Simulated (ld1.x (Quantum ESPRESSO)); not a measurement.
# Varying the TM potential for rhenium (Re)

Base potential:

ld1.x (Quantum ESPRESSO) 7.5 input, shortened:

```
&input
   title='Re', zed=75., rel=1, dft='PBE', iswitch=3,
   config='[Xe] 4f14 5d5 6s2 6p0'
 /
 &inputp
   pseudotype=2, tm=.true., lloc=2,
   nlcc=.false.
 /
3
6S  1  0   2.00   0.00  2.55  2.55  0.0
6P  2  1   0.00   0.00  3.75  3.75  0.0
5D  3  2   5.00   0.00  2.25  2.25  0.0
 &test
   configts(1)='5d5 6s2 6p0'
 /
```

All-electron outer shells of the reference configuration (PBE, scalar-relativistic, ld1.x):

| shell | level (eV) | outermost node (bohr) | outermost maximum (bohr) |
| --- | --- | --- | --- |
| 5p | -47.01 | 0.56 | 1.06 |
| 4f | -42.31 | – | 0.41 |
| 6s | -5.94 | 1.24 | 2.57 |
| 5d | -5.37 | 0.62 | 1.41 |
| 6p | -1.32 | 1.48 | 3.65 |

Cutoffs, loose and tight: the cutoffs (Ry, on a coarse ladder) from which the occupation-weighted sum of valence levels, in a spherical-Bessel basis at the reference potential, stays within 10 and 1 mRy of its value at 400 Ry. They do not see the model core or the augmentation charge, which bear on the density cutoff. Test errors are all-electron minus pseudo excitation energies from the reference, over the configurations 5d5 6s1 6p0; 5d5 6s0 6p0; 5d4 6s0 6p0; 5d6 6s0 6p0; 5d4 6s2 6p1; 5d6 6s1 6p0; 5d5 6s0 6p1. A dash means not determined; rows that change the core or the reference have their own tests. The largest error is taken over the tests solved by every variant that gives reliable tests at all: 5d4 6s0 6p0; 5d5 6s0 6p0; 5d5 6s1 6p0; 5d6 6s0 6p0; 5d6 6s1 6p0.

A true bound ghost makes a file unfit for plane-wave use even where its test errors are small: the radial tests pick states by their node count and pass the ghost by. Where a test does run into it, the solver fails or the error is huge.

Cutoffs are not given where the Bessel-basis levels miss the radial ones by over 6 mRy, ghosts where they miss by over 20 mRy; a channel whose overlap is not positive is not tested.

```tsv
change	outcome	cutoff, loose	cutoff, tight	bound ghosts	largest test error (meV)
base	generated	30 Ry	40 Ry	s, p	+127
wave 6s (bound): rc 2.55 bohr becomes 6s (bound): rc 2.84 bohr	generated	30 Ry	40 Ry	s, p	+111
wave 6p (bound): rc 3.75 bohr becomes 6p (bound): rc 3.36 bohr	generated	30 Ry	40 Ry	s, p	+127
core [Xe], valence charge 21; reference 4f14 5d5 6s1.75 6p0.25; waves now 6s (bound): rc 2.05 bohr; 6p (bound): rc 3.30 bohr; 4f (bound): rc 0.80 bohr; 5d (bound): rc 1.80 bohr	generated	–	–	s, p	-1320 over the solved tests; 1 of 7 tests not solved or not reliable
wave 5d (bound): rc 2.25 bohr becomes 5d (bound): rc 1.36 bohr	generated	35 Ry	50 Ry	s, p	+130
local potential all-electron potential smoothed inside 2.65 bohr (lloc = -1)	generated	35 Ry	40 Ry	none	+95
wave 6s (bound): rc 2.55 bohr becomes 6s (bound): rc 3.70 bohr	generated	30 Ry	40 Ry	s, p	-162
```

Problem. What comes out with this change to the base: core correction a·sin(br)/r model core inside 2.44 bohr?

Solution. outcome: generated; cutoff, loose: 30 Ry; cutoff, tight: 40 Ry; bound ghosts: s, p; largest test error (meV): -64.

Problem. What comes out with this change to the base: local potential the p channel?

Solution. outcome: generated; cutoff, loose: 35 Ry; cutoff, tight: 40 Ry; bound ghosts: none; largest test error (meV): -92.
